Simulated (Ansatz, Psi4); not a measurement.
Here is a job for Ansatz (a quantum-chemistry and plane-wave program).
Ansatz 0.2 input:
```yaml
crystal:
  periodic: [false, false, false]
  atoms:
    - {symbol: Mg, position_ang: [0.00705786, 0.00720968, 0.01006608]}
    - {symbol: C, position_ang: [1.67870313, 0.25978596, -1.37486811]}
    - {symbol: H, position_ang: [2.34125803, -0.58841968, -1.20359416]}
    - {symbol: H, position_ang: [2.14078231, 1.21313577, -1.11917040]}
    - {symbol: H, position_ang: [1.24221112, 0.25803314, -2.37349956]}
    - {symbol: C, position_ang: [-1.68693880, -0.26819879, 1.36312221]}
    - {symbol: H, position_ang: [-2.16400157, -1.19965198, 1.05882108]}
    - {symbol: H, position_ang: [-2.32968862, 0.60023795, 1.22009471]}
    - {symbol: H, position_ang: [-1.26584153, -0.31937437, 2.36703082]}
basis:
  gaussian:
    orbitals: STO-3G
hamiltonian:
  xc: {name: wB97X}
total_charge: 1
magnetization: {spin_polarized: true, initial_magnetization: 1}
accuracy: high
```

Question: Write the same job for Psi4.

Answer: One answer among several that fit: 
```
memory 2 GB

molecule mol {
1 2
  Mg    0.007058    0.007210    0.010066
  C     1.678703    0.259786   -1.374868
  H     2.341258   -0.588420   -1.203594
  H     2.140782    1.213136   -1.119170
  H     1.242211    0.258033   -2.373500
  C    -1.686939   -0.268199    1.363122
  H    -2.164002   -1.199652    1.058821
  H    -2.329689    0.600238    1.220095
  H    -1.265842   -0.319374    2.367031
}

set basis sto-3g
set reference uks
set scf_type pk
set puream true
set d_convergence 1e-8
set dft_radial_points 99
set dft_spherical_points 590

energy('wb97x')
print_variables()
```

Both were run: Ansatz gave -276.186702 Eh and Psi4 -276.186705 Eh, 0.003 mEh apart.
